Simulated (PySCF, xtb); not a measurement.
Si(F)(OMe) (CH3FOSi), SMILES CO[Si]F (connectivity only; charge and spin as stated), neutral, multiplicity 1.

xtb with GFN2-xTB at its own geometry gives an orbital gap of 3.84 eV and a dipole moment of 1.12 D.

Geometry: TPSSh-D3(BJ)/def2-SVP. Other conformers were not sampled.

Question: What does M06-2X/def2-TZVPD (PySCF) give? (The exact figures need the calculation; the answer reports its results.)

Answer: gap 8.10 eV (levels -8.92 and -0.82 eV), dipole 1.15 D.
